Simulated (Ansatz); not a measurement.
CH₆AlNO₂Si, SMILES `[OH][Al]1[NH]CO[SiH2]1`, relaxed with RKS PBE-D4/def2-SVP in Ansatz 0.2.0 from a rough embedded geometry. The force threshold is 0.03 eV/Å; the program also tests the step.

The species carries charge 0 and has multiplicity 1.

Start:

```xyz
12

O    -1.902   -2.124   -0.136
Al   -0.527   -1.191    0.632
N     1.172   -0.964   -0.246
C     1.124    0.463   -0.730
O     0.891    1.384    0.312
Si   -0.706    1.019    0.913
H    -2.031   -1.735   -1.038
H     1.846   -1.088    0.458
H     2.196    0.627   -1.039
H     0.510    0.576   -1.564
H    -1.738    1.630    0.093
H    -0.833    1.404    2.344
```

```tsv
step	energy (eV)	largest force (eV/Å)	largest move (Å)
1	-21169.2211	5.314	0.000
2	-21170.2228	1.731	0.195
3	-21170.5088	0.644	0.198
4	-21170.6485	0.435	0.200
5	-21170.7486	0.889	0.193
6	-21170.8473	0.564	0.200
7	-21170.9285	0.382	0.200
8	-21170.9937	0.348	0.200
9	-21171.0455	0.291	0.200
10	-21171.0528	1.349	0.195
11	-21171.1225	0.307	0.200
12	-21171.1405	0.591	0.200
13	-21171.1514	0.284	0.096
14	-21171.1561	0.100	0.037
15	-21171.1568	0.037	0.018
16	-21171.1569	0.007	0.008
```

End:

```xyz
12

O    -1.895   -2.367    0.124
Al   -0.908   -0.965    0.131
N     0.718   -0.737   -0.615
C     1.394    0.549   -0.502
O     0.712    1.476    0.318
Si   -0.882    1.303    0.909
H    -1.699   -3.227   -0.277
H     1.275   -1.410   -1.149
H     2.418    0.418   -0.070
H     1.530    1.015   -1.512
H    -1.794    2.320    0.262
H    -0.869    1.625    2.381
```

It took 23 s on 4 threads of an Arm Neoverse V2 on a shared host, with 0.2 GiB of host memory at the peak.
